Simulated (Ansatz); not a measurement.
Consider the atomization: `[NH2][Al]([OH])[Br]` → Al• + Br• + 3 H• + N• + O•.

Gas-phase electronic energies from Ansatz, PBE0-D4/def2-TZVP geometries. CCSD(T)/CBS is the MP2 limit (def2-TZVPP, def2-QZVPP) plus CCSD(T) − MP2 in def2-TZVPP, frozen cores. This one scheme is used for every species, atoms too. Functionals use def2-TZVPP. HSE06 is defined as in plane-wave codes. Open shells (•) are unrestricted, without spin–orbit coupling. Spin–orbit coupling would lower the free atoms: a little for Al, O; clearly for Br. Bonds to Br are less sure, by a few kJ/mol each and by 10 to 20 or more in all where they break to atoms, as the def2 sets lack core-valence functions. Scalar relativity is left out up to krypton. One conformer a species, not always the lowest.

Problem. What is ΔE at CCSD(T)/CBS? (Estimate.)

Solution. The calculation gave: +2489.5 kJ/mol.

Problem. What do these levels give: PBE-D4, PBE-QIDH, HSE06, LC-ωPBE, SCS-MP2/def2-QZVPP, CCSD/CBS(def2)? (An estimate is asked.)

Solution. Ansatz gave: PBE-D4 2493.7, PBE-QIDH 2432.8, HSE06 2428.8, LC-ωPBE 2448.7, SCS-MP2/def2-QZVPP 2508.7, CCSD/CBS(def2) 2448.4 kJ/mol.

Largest T1 diagnostic among the species: 0.018.

From BLYP to BHLYP (50 % exact exchange), in def2-TZVPP and without D4, ΔE moves by −78.2 kJ/mol: exact exchange takes away binding that semilocal exchange gives to molecules. The D4 term adds +22.0 kJ/mol with B3LYP and +11.6 kJ/mol with PBE0; it sums over pairs of atoms, weighted by their polarisabilities, and B3LYP, whose exchange is more repulsive, gets the larger term.

B3LYP here is the variant with VWN-RPA as its local correlation; programs differ in this.

For atomizations the MP2-based limit and the directly extrapolated one differ by several kJ/mol either way, and by 10 to 25 for some Ge, Se and Sn compounds, so smaller differences from it don't rank the levels.
